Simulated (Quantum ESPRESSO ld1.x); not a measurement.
Question: Species: Pr2+. Configuration: [Kr] 4d10 4f3 5s2 5p5 5f1 (not the ground configuration). Calculated with ld1.x of Quantum ESPRESSO 7.5: Dirac Kohn-Sham, PBE, spin-unpolarised, spherical densities, point nucleus; open shells fill j = l - 1/2 first. Some entries of the table are withheld. Estimate them.

orbital,occ.,eigenvalue (Ry),<r> (bohr)
1s1/2,2,-3072.27,0.02409
2s1/2,2,-495.277,0.1026
2p1/2,2,-468.146,0.08605
2p3/2,4,-432.700,0.09236
3s1/2,2,(1),0.2720
3p1/2,2,-96.4550,0.2617
3p3/2,4,-89.4314,0.2740
3d3/2,4,-69.3231,0.2452
3d5/2,6,-67.8092,0.2490
4s1/2,2,-22.6377,0.6227
4p1/2,2,(2),0.6406
4p3/2,4,(3),0.6685
4d3/2,4,-9.73714,0.7220
4d5/2,6,-9.47258,0.7320
5s1/2,2,-4.30617,1.487
5p1/2,2,-3.13109,(4)
5p3/2,3,-2.91152,(5)
4f5/2,3,-1.55189,1.079
4f7/2,0,-1.52525,1.090
5d3/2,0,(6),2.388
5d5/2,0,(7),2.422
6s1/2,0,-1.20274,3.542
6p1/2,0,-0.92974,4.168
6p3/2,0,-0.89503,4.326
5f5/2,1,-0.45700,5.785
5f7/2,0,-0.45618,5.799
6f5/2,0,-0.24676,10.41
6f7/2,0,-0.24627,10.43

Answer: 
(1) 3s1/2 eigenvalue (Ry): -107.987
(2) 4p1/2 eigenvalue (Ry): -18.3241
(3) 4p3/2 eigenvalue (Ry): -16.8150
(4) 5p1/2 <r> (bohr): 1.656
(5) 5p3/2 <r> (bohr): 1.732
(6) 5d3/2 eigenvalue (Ry): -1.35866
(7) 5d5/2 eigenvalue (Ry): -1.33624
